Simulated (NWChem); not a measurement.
Species: CH3Cd cation; SMILES [CH3][Cd+]

```xyz
5

Cd     0.0000     0.0000    -0.3442
C      0.0000     0.0000     1.8087
H      0.7520     0.7520     2.0766
H      0.2753    -1.0272     2.0766
H     -1.0272     0.2753     2.0766
```
Atoms are numbered in this order, from 1.

Level: PBE0/def2-SVP with def2 effective core potentials on Cd (NWChem), optimised geometry, unscaled harmonic frequencies. def2 effective core potentials on Cd; no spin-orbit coupling.

```
frequency (cm⁻¹)  IR intensity (km/mol)
----------------  ---------------------
436                                16.3
757                                38.6
757                                38.6
1126                               93.6
1394                                6.5
1394                                6.5
3086                               17.5
3259                               31.3
3259                               31.3
```

```json
{
 "zero_point_energy": "22.1 kcal/mol",
 "thermal correction to the enthalpy at 298.15 K (with zero-point energy)": "24.8 kcal/mol",
 "heat capacity Cv": "9.3 cal/(mol K)",
 "entropy at 298.15 K and 1 atm (symmetry number 3)": "60.8 cal/(mol K)"
}
```

Rigid rotor and harmonic oscillator.
